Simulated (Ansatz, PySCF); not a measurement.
Input for Ansatz (a first-principles code):
Ansatz 0.2 input:
```yaml
crystal:
  periodic: [false, false, false]
  atoms:
    - {symbol: As, position_ang: [0.00000000, 0.00000000, 0.00000000]}
basis:
  gaussian:
    orbitals: cc-pVDZ
hamiltonian:
  xc: cam_b3lyp
magnetization: {spin_polarized: true, initial_magnetization: 3}
accuracy: high
```

Task: Write the same job for PySCF.

Result: Several could match; the one computed here: 
```python
from pyscf import gto, scf, dft

mol = gto.M(
    atom='''
As    0.00000000    0.00000000    0.00000000
''',
    basis='cc-pvdz',
    spin=3,
    verbose=4,
)

mf = dft.UKS(mol)
mf.xc = 'camb3lyp'
mf.grids.atom_grid = (99, 590)
mf.grids.prune = None
mf.kernel()
```

Both were run: Ansatz gave -2235.903701 Eh and PySCF -2235.903701 Eh, 0.000 mEh apart.
